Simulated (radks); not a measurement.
The numbers below are computed, except where a source is named.
Radial electron density D(r) = 4 pi r^2 rho(r) of an atom or ion with 62 electrons. Code: a radial shooting solver on a logarithmic mesh with Libxc functionals. Model: scalar-relativistic Kohn-Sham, LDA (Slater exchange, Perdew-Wang correlation), spin-unpolarised, spherical densities, finite nucleus; Fermi nuclear charge, rms radius of each element as measured or else 0.836 A^(1/3) + 0.57 fm.

```
   r/bohr * D(r) (the largest magnitude, 116, reaches the edge; | marks zero)
 0.002353 |       *
 0.002696 |         *
 0.003088 |           *
 0.003567 |             *
 0.004086 |                *
 0.004719 |                   *
 0.005407 |                      *
 0.006194 |                         *
 0.007154 |                             *
 0.008196 |                                *
  0.00939 |                                   *
  0.01084 |                                      *
  0.01242 |                                        *
  0.01423 |                                        *
  0.01644 |                                        *
  0.01883 |                                       *
  0.02158 |                                      *
  0.02492 |                                    *
  0.02855 |                                    *
  0.03271 |                                    *
  0.03777 |                                       *
  0.04328 |                                           *
  0.04958 |                                                *
  0.05726 |                                                    *
   0.0656 |                                                      *
  0.07576 |                                                     *
   0.0868 |                                                 *
  0.09945 |                                            *
   0.1148 |                                         *
   0.1316 |                                         *
   0.1507 |                                            *
   0.1741 |                                               *
   0.1995 |                                               *
   0.2285 |                                          *
   0.2639 |                                *
   0.3024 |                        *
   0.3464 |                    *
   0.4001 |                     *
   0.4583 |                       *
   0.5251 |                        *
   0.6064 |                     *
   0.6948 |                *
    0.796 |           *
   0.9193 |        *
    1.053 |      *
    1.216 |     *
    1.394 |    *
    1.597 |  *
    1.844 | *
    2.112 |*
     2.42 |*
    2.795 *
    3.202 *
    3.669 *
    4.237 *
    4.854 *
```

What is the nuclear charge?

Answer. Z = 65. The innermost maximum, from 1s, lies near gamma/Z bohr with gamma = sqrt(1 - (Z/c)^2) = 0.880, here 0.0135 bohr (found: 0.0148), and its height grows with Z. The density is that of the terbium ion Tb3+ in [Xe] 4f8; the configuration itself is not fixed sharply by these data, and Z only to a few units. D(r) has 4 maxima, at r = 0.0148, 0.0661, 0.184, 0.505 bohr, and minima at 0.0285, 0.121, 0.363 bohr, inside which lie 1.94, 11.15, 29.45 electrons.
